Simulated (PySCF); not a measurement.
Trend along the fourth-period p block: MSn cations

HF with double-zeta basis sets in PySCF, for the lowest determinant that a PBE0 search found; no spin–orbit coupling. De refers to high-spin ground-configuration atoms (the charge goes to the atom of lower measured ionisation energy or higher electron affinity, which is not always the lowest computed limit). A positive dipole points towards Sn; it is taken about the centre of mass and depends on that origin.

```json
{"M": "Ga", "basis": "cc-pVDZ-PP", "reference": "UHF", "charged atom": "Ga+", "state (unpaired electrons)": "triplet (σ ↑, π ↑)", "Re (Å)": "3.269", "ωe (cm⁻¹)": "87.1", "De (eV)": "0.67", "μ (D)": "-3.83"}
{"M": "Ge", "basis": "cc-pVDZ-PP", "reference": "UHF", "charged atom": "Sn+", "state (unpaired electrons)": "quartet (σ ↑, π ↑↑)", "Re (Å)": "2.592", "ωe (cm⁻¹)": "230", "De (eV)": "1.43", "μ (D)": "0.32"}
{"M": "As", "basis": "def2-SVP", "reference": "UHF", "charged atom": "Sn+", "state (unpaired electrons)": "triplet (π ↑↑)", "Re (Å)": "2.629", "ωe (cm⁻¹)": "223", "De (eV)": "0.74", "μ (D)": "2.56"}
{"M": "Se", "basis": "def2-SVP", "reference": "UHF", "charged atom": "Sn+", "state (unpaired electrons)": "doublet (π ↑)", "Re (Å)": "2.505", "ωe (cm⁻¹)": "273", "De (eV)": "1.49", "μ (D)": "3.59"}
{"M": "Br", "basis": "def2-SVP", "reference": "RHF", "charged atom": "Sn+", "state (unpaired electrons)": "singlet (closed shell)", "Re (Å)": "2.426", "ωe (cm⁻¹)": "305", "De (eV)": "2.37", "μ (D)": "4.71"}
```

Q: By what factor does the bond length vary along the series?

A: At HF it runs from 2.426 Å (SnBr⁺) to 3.269 Å (GaSn⁺), a factor of 1.35.

The rows differ in basis set, which adds steps of its own.

The state changes along the series, so neighbouring rows are not always alike in their bonding.

Spin–orbit coupling is left out, which matters for elements this heavy, above all for dissociation energies. For an ion De counts to the pair picked by the measured ionisation energies or electron affinities, which need not be the lowest pair at this level. Where the molecule has an RHF reference, its open-shell atoms are computed with UHF. Hartree–Fock leaves out correlation, which carries a large part of most bond energies and some tenths to 1 eV of ionisation energies. States were picked by a PBE0 search and need not be the measured ground states.
